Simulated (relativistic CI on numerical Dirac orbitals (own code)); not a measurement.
**What each ingredient does to the levels of Cu XXI**

Base calculation: Dirac-Coulomb-Breit CI, orbitals from a KLI potential per configuration, model QED, unscaled Slater integrals.

Configuration list (outside the closed core 1s2): 2s²2p⁵, 2s2p⁶, 2p⁶3s, 2p⁶3p, 2s²2p⁴3s, 2p⁶3d, 2s²2p⁴3p, 2s²2p⁴3d, 2s2p⁵3s, 2s2p⁵3p, 2s2p⁵3d, 2s²2p⁴4s, 2s²2p⁴4p, 2s²2p⁴4d, 2s²2p⁴4f, 2s2p⁵4s, 2s2p⁵4p, 2s²2p³3s², 2s²2p⁴5s, 2s2p⁵4d, 2s²2p⁴5p, 2s2p⁵4f, 2s²2p⁴5d, 2s²2p⁴5f, 2s²2p⁴5g, 2s²2p³3s3p, 2s²2p³3p², 2s²2p³3s3d, 2s²2p³3p3d, 2s2p⁴3s², 2s2p⁴3s3p, 2s²2p³3d², 2s2p⁵5s, 2s2p⁵5p, 2s2p⁵5d, 2s2p⁴3p². Levels of other configurations are missing.

Variants: (1) non-relativistic limit. Shifts of the energy above 2s²2p⁵ ²P°3/2, in eV, for the lowest level and the first level of each name with at least 55 % of one term (blank where a level changes its place among those of its configuration and J or its character, or is not in the variant):

| Level | Base | Δ(1) |
| --- | --- | --- |
| 2s²2p⁵ ²P°3/2 | 0.00 | 0.00 |
| 2s²2p⁵ ²P°1/2 | 20.92 | -20.92 |
| 2s2p⁶ ²S1/2 | 159.97 | -25.01 |
| 2s²2p⁴3s ⁴P5/2 | 1016.76 | +4.67 |
| 2s²2p⁴3s ²P3/2 | 1020.73 |  |
| 2s²2p⁴3s ⁴P1/2 | 1030.28 | -8.84 |
| 2s²2p⁴3s ⁴P3/2 | 1036.33 |  |
| 2s²2p⁴3s ²P1/2 | 1039.59 | -12.37 |
| 2s²2p⁴3s ²D5/2 | 1047.81 | -9.97 |
| 2s²2p⁴3s ²D3/2 | 1048.58 | -10.74 |
| 2s²2p⁴3p ²D°5/2 | 1058.86 |  |
| 2s²2p⁴3p ⁴D°7/2 | 1059.19 | -1.21 |
| 2s²2p⁴3p ⁴D°1/2 | 1067.37 | -9.38 |
| 2s²2p⁴3p ⁴P°1/2 | 1071.04 |  |
| 2s²2p⁴3p ⁴D°3/2 | 1071.81 |  |
| 2s²2p⁴3s ²S1/2 | 1074.51 | -20.81 |
| 2s²2p⁴3p ⁴D°5/2 | 1077.43 |  |
| 2s²2p⁴3p ²F°5/2 | 1083.90 | -11.77 |
| 2s²2p⁴3p ²F°7/2 | 1088.55 | -16.42 |
| 2s²2p⁴3d ⁴D5/2 | 1103.23 | -4.55 |
| 2s²2p⁴3d ⁴D7/2 | 1103.51 | -4.83 |
| 2s²2p⁴3d ⁴D3/2 | 1103.93 | -5.25 |

At this charge energies of transitions that change n are usually good to better than 1 %, and those within a shell (Δn = 0) to a few per cent.

Ionisation energy from the two ground configurations alone: base 1797.11 eV. The NIST ASD value (semi-empirical) is 1800 eV.

LS names give the leading component of a level, which can be under half, so a name can repeat, a term be missing and a line seem to break the LS rules.
